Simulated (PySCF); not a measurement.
Start geometry of `O=C(Cl)C1CCCCC1` from GFN2-xTB (Å):
```
atom  x, y, z in Å
O1     1.8092   -1.5038    1.2934
C2     1.8998   -0.5282    0.5983
Cl3    3.2135    0.6143    0.9312
C4     1.1389   -0.1086   -0.6003
C5     0.4736    1.2712   -0.4158
C6    -0.6055    1.2439    0.6703
C7    -1.6770    0.2326    0.2987
C8    -1.0692   -1.1517    0.1295
C9     0.0232   -1.1465   -0.8947
H10    1.8126   -0.0549   -1.4209
H11    1.2399    1.9993   -0.1366
H12    0.0353    1.5845   -1.3466
H13   -0.1817    0.9644    1.6175
H14   -1.0525    2.2367    0.7965
H15   -2.1615    0.5330   -0.6381
H16   -2.4584    0.2286    1.0775
H17   -0.6757   -1.4816    1.0867
H18   -1.8679   -1.8599   -0.1603
H19    0.4770   -2.1503   -0.9694
H20   -0.4246   -0.9076   -1.8868
```

What comes out of this run: PBE0-D3(BJ)/def2-SVP geometry optimisation, gas phase (PySCF 2.14.0)?

```
atom  x, y, z in Å
O1     1.915   -1.615    1.031
C2     1.968   -0.562    0.495
Cl3    3.256    0.610    0.966
C4     1.090   -0.046   -0.622
C5     0.455    1.315   -0.304
C6    -0.616    1.200    0.773
C7    -1.686    0.183    0.389
C8    -1.077   -1.178    0.070
C9     0.020   -1.079   -0.987
H10    1.789    0.089   -1.467
H11    1.234    2.036   -0.019
H12    0.001    1.689   -1.237
H13   -0.146    0.904    1.729
H14   -1.070    2.189    0.951
H15   -2.236    0.556   -0.494
H16   -2.429    0.087    1.197
H17   -0.653   -1.619    0.988
H18   -1.857   -1.876   -0.274
H19    0.486   -2.062   -1.152
H20   -0.422   -0.768   -1.949
```

The energy falls by 18.5 kJ/mol over 10 energy and gradient evaluations, the largest force component goes from 0.0539 to 3.9e-04 Eh/bohr, and the atoms move by 0.050 Å rms after alignment. The bond that changes most is C4–H10 (sp3 carbon next to a carbonyl to methine hydrogen), which lengthens by 0.042 Å. Bonds longer at the end by more than 0.005 Å: 11 of 20; shorter: 5. Among the angles that change most is C2–C4–H10, from 108.3° to 103.8°. Rotational constants go from 2423, 1007, 866.9 to 2379, 988.4, 842.5 MHz. The orientation of the end geometry is arbitrary; only internal coordinates are fixed.

The run used 185 basis functions and 72 SCF cycles in all.

Whether it is a minimum is left open (no frequencies). The numbers are those of one conformer.
